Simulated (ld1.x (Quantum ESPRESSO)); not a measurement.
What one change does to a pseudopotential (cobalt, TM)

- Element: Co
- Generator: ld1.x (Quantum ESPRESSO) 7.5
- Type: norm-conserving Troullier–Martins (Kleinman–Bylander form)
- Functional: PBE
- Relativity: scalar-relativistic
- Frozen core: [Ar]
- Valence charge: 9
- Reference configuration: 3d7 4s1.5 4p0 (charge +0.5)
- Partial waves: 4s (bound): rc 2.30 bohr; 4p (bound, empty): rc 3.00 bohr; 3d (bound): rc 1.20 bohr
- Local potential: the d channel
- Core correction: none

Change: local potential all-electron potential smoothed inside 1.50 bohr (lloc = -1).

Cutoffs: the cutoffs (Ry, on a coarse ladder) from which the occupation-weighted sum of valence levels, in a spherical-Bessel basis at the reference potential, stays within 10 and 1 mRy of its value at 400 Ry; they do not see the model core or the augmentation charge, which bear on the density cutoff. Errors are all-electron minus pseudo energies relative to the spin-unpolarised reference configuration.

Q: What does the change do?

A: The potential gets neither clearly harder nor softer (160 Ry and 260 Ry → 160 Ry and 260 Ry); the bound ghosts move from p, s to s; the number of tests that count goes from 7 to 5; of the 5 tests that both files solve, the error grows in 0 and shrinks in 2 by more than 15 % and 0.3 meV (median size 11.1 → 11.3 meV). In the separable form a ghost depends on how the local part lies against the semilocal potential of the channel, so the choice of the local part can create or remove one.

| quantity | base | changed |
| --- | --- | --- |
| cutoff, loose | 160 Ry | 160 Ry |
| cutoff, tight | 260 Ry | 260 Ry |
| bound ghosts | s, p | s |
| tests counted (converged, no solver errors) | 7 of 7 | 5 of 7 |
| error for 3d7 4s2 4p0, meV [ΔE -3.60 eV] | +1.7 | -0.4 |
| error for 3d7 4s1 4p0, meV [ΔE 5.43 eV] | +2.5 | +0.9 |
| error for 3d7 4s0 4p0, meV [ΔE 22.21 eV] | +59 | +59 |
| error for 3d7 4s0 4p2, meV [ΔE 5.38 eV] | +11 | +11 |
| error for 3d5 4s0 4p0, meV [ΔE 113.44 eV] | -374 | -415 |
| s: phases at 3.23 bohr within 0.05 rad from the reference energy up to (Ry; the scan ends near 5) | 1.0 | 1.6 |
| p: phases at 3.23 bohr within 0.05 rad from the reference energy up to (Ry; the scan ends near 5) | 1.8 | 1.2 |
| d: phases at 3.23 bohr within 0.05 rad from the reference energy up to (Ry; the scan ends near 5) | 3.7 | 3.6 |

Changed file: Tests not counted: 3d8 4s1 4p0 (pseudo-atom not self-consistent, printed error +29.2 eV); 3d6 4s2 4p1 (solver errors, printed error -33.0 eV). A true bound ghost makes a file unfit for plane-wave use even where its test errors are small: the radial tests pick states by their node count and pass the ghost by. Where a test does run into it, the solver fails or the error is huge.
